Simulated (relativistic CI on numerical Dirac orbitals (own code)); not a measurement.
What each ingredient does to the levels of Zn X

Base calculation: Dirac-Coulomb-Breit CI, KLI orbitals optimised for each configuration, model QED (radiative potential, 1s self-energy scaled to tabulated hydrogen-like ionisation energies), unscaled Slater integrals.

Configurations in the expansion (outside the closed core [Ne]): 3s2 3p6 3d3, 3s2 3p5 3d4, 3s 3p6 3d4, 3s2 3p6 3d2 4s, 3s2 3p6 3d2 4p, 3s2 3p6 3d2 4d, 3s2 3p6 3d 4s 4p, 3s2 3p6 3d2 4f, 3s2 3p6 3d2 5s, 3s2 3p6 3d2 5p, 3s2 3p5 3d3 4s, 3s2 3p6 3d 4p 4d, 3s2 3p6 3d2 5d, 3s2 3p5 3d3 4p, 3s2 3p6 3d2 5f, 3s2 3p6 3d2 5g, 3s2 3p6 3d2 6s, 3s2 3p6 3d2 6p, 3s2 3p6 3d2 6d, 3s2 3p5 3d3 4d, 3s 3p6 3d3 4s, 3s2 3p5 3d3 4f, 3s 3p6 3d3 4p, 3s2 3p5 3d3 5p, 3p6 3d5, 3p5 3d6, 3s2 3p6 3d 4s2, 3s2 3p6 4s2 4p, 3s2 3p6 4s2 4d, 3s2 3p6 4s2 4f, 3s2 3p6 3d 4p2, 3s2 3p6 4s 4p2, 3s2 3p6 4p3, 3s2 3p6 4p2 4d, 3s2 3p6 4p2 4f, 3s2 3p6 3d 4s 4d, 3s2 3p6 4s 4p 4d, 3s2 3p6 4s 4d2, 3s2 3p6 4s 4d 4f, 3s2 3p6 3d 4d2, 3s2 3p6 4p 4d2, 3s2 3p6 4d3, 3s2 3p6 4d2 4f, 3s 3p6 3d2 4s2, 3s 3p6 3d 4s2 4p, 3s 3p6 3d 4s2 4d, 3s 3p6 3d 4s2 4f. Double excitations out of closed p, d and f shells are left out; levels of such configurations are missing from the list, as are those of other unlisted configurations, and high levels can miss mixing partners. These lack a partner that the ground configuration has and come out too high: 3s2 3p5 3d3 4s, 3s2 3p5 3d3 4p, 3s2 3p5 3d3 4d, 3s2 3p5 3d3 4f, 3s2 3p5 3d3 5p.

The lowest level and the first level of each name with at least 55 % of one term (blank where a level has no safe partner in the second run):

```tsv
Level	Base (cm⁻¹)	Shift (cm⁻¹)
3s2 3p6 3d3 4F_3/2	0	0
3s2 3p6 3d3 4F_5/2	1557	+12
3s2 3p6 3d3 4F_7/2	3546	+28
3s2 3p6 3d3 4F_9/2	5842	+45
3s2 3p6 3d3 4P_1/2	30859	-19
3s2 3p6 3d3 4P_3/2	31219	-37
3s2 3p6 3d3 4P_5/2	33435	+15
3s2 3p6 3d3 2G_7/2	33836	-257
3s2 3p6 3d3 2G_9/2	35560	-230
3s2 3p6 3d3 2P_1/2	45129	-562
3s2 3p6 3d3 2H_9/2	46418	-56
3s2 3p6 3d3 2H_11/2	47395	-34
3s2 3p6 3d3 2D_5/2	49057	-261
3s2 3p6 3d3 2F_7/2	74948	-106
3s2 3p6 3d3 2F_5/2	75952	-101
3s2 3p5 3d4 6D°_9/2	526913	-5075
3s2 3p5 3d4 6D°_7/2	527433	-5079
3s2 3p5 3d4 6D°_5/2	528664	-5076
3s2 3p5 3d4 6D°_3/2	530172	-5070
3s2 3p5 3d4 6D°_1/2	531438	-5065
3s2 3p5 3d4 6F°_11/2	561622	-5226
3s2 3p5 3d4 6F°_9/2	566953	-5219
```

At this charge energies of transitions that change n are usually good to better than 1 %, and those within a shell (Δn = 0) to a few per cent. Terms inside the open d or f shell come out 10 to 20 % too wide with unscaled integrals.

Question: One thing was changed in a second run, which moved the levels as shown. Which?
A. only the first 3 configurations
B. only the first configuration
C. Breit term removed
D. QED terms removed

Answer: A. Only the first 3 configurations. With fewer configurations the levels that remain lose their mixing partners.

LS names give the leading component of a level, which can be under half, so a name can repeat, a term be missing and a line seem to break the LS rules.
